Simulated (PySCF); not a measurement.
Compound: C8H11 (doublet state).
Cartesian coordinates in Å at the GFN2-xTB level; atoms count from 1:
```xyz
19
C8H11 angstrom
C     -1.2733   -0.8638    1.4113
C     -1.5336   -0.7196   -0.0108
C     -2.6911    0.2020   -0.3988
C     -1.9145    1.0939   -1.0269
C     -0.6878    0.3669   -0.7393
C      0.6131    0.5395   -0.9081
C      1.6632   -0.3983   -0.4062
C      2.6045    0.3021    0.5737
H     -1.0249   -1.8109    1.8495
H     -1.3029    0.0025    2.0444
H     -1.5359   -1.6787   -0.5321
H     -3.7382    0.1320   -0.1718
H     -2.0993    2.0136   -1.5522
H      0.9693    1.4210   -1.4288
H      2.2454   -0.7747   -1.2528
H      1.1854   -1.2456    0.0879
H      3.0854    1.1553    0.0999
H      2.0490    0.6563    1.4390
H      3.3762   -0.3842    0.9144
```

The hyperfine couplings belong to this conformer and change with its torsions.

Identity: `C(C)/C=C1\[C@@H]([CH2])C=C1` [radical].

Theory: PySCF 2.14.0, UKS B3LYP, pcH-1 on C H, non-relativistic, mean-field spin-orbit, GIAO. The structure is a single GFN2-xTB conformer in the gas phase; no vibrational or solvent corrections. Couplings are sensitive to structure, and on GFN2-xTB geometries they can be far from those on DFT ones.

Q: Count the α and β electrons and give S(S+1).

A: 59 electrons with 2S = 1: 30 α and 29 β; S(S+1) = 0.75.

Mulliken spin populations, one withheld:

| atom | bound to | population |
| --- | --- | --- |
| C1 | C2, H9, H10 | ? |
| C2 | C1, C3, C5, H11 | -0.0898 |
| C3 | C2, C4, H12 | +0.0332 |
| C4 | C3, C5, H13 | +0.0091 |
| C5 | C4, C6, C2 | +0.0437 |
| C6 | C5, C7, H14 | +0.0438 |
| C7 | C6, C8, H15, H16 | +0.0016 |
| C8 | C7, H17, H18, H19 | +0.0029 |
| H9 | C1 | -0.0462 |
| H10 | C1 | -0.0451 |
| H11 | C2 | +0.0021 |
| H12 | C3 | +0.0055 |
| H13 | C4 | -0.0010 |
| H14 | C6 | +0.0024 |
| H15 | C7 | 0.0000 |
| H16 | C7 | +0.0001 |
| H17 | C8 | 0.0000 |
| H18 | C8 | -0.0004 |
| H19 | C8 | +0.0001 |

Q: Fill in the missing population.

A: 1 − (-0.0380) gives +1.038, since all populations sum to 2S.

Q: How is the spin shared among the elements?

A: Carbon +1.08, hydrogen -0.08. The positive populations sum to 1.18, the negative ones to -0.18.

Q: The run gives ⟨S²⟩ = 0.7543. What does that say of the overlap of α and β orbitals, and of the weight of higher spin?

A: Σ|⟨iα|jβ⟩|² over occupied orbitals = Nβ − [⟨S²⟩ − S(S+1)] = 29 − 0.0043 = 28.9957. If the quartet state (S + 1) were the only admixture, its weight would be 0.0043/(2S + 2) = 0.14 %.

Q: What Fermi-contact NMR shifts do the couplings of C2, C4, C6, C7, C8, H11, H12 imply at 200 K (Curie law, g = gₑ)?

A: δ = a_FC·h·gₑ μB S(S+1)/(3 g_N μN kT), with k/h = 20836.6 MHz/K:

```csv
nuclei,isotope,a_FC (MHz),g_N,contact shift (ppm)
C2,13C,-35.08,1.4048,-5508
C4,13C,-2.45,1.4048,-385
C6,13C,2.93,1.4048,+460
C7,13C,-0.34,1.4048,-53
C8,13C,1.17,1.4048,+184
H11,1H,4.00,5.5857,+158
H12,1H,2.26,5.5857,+89
```

All at the stated temperature.
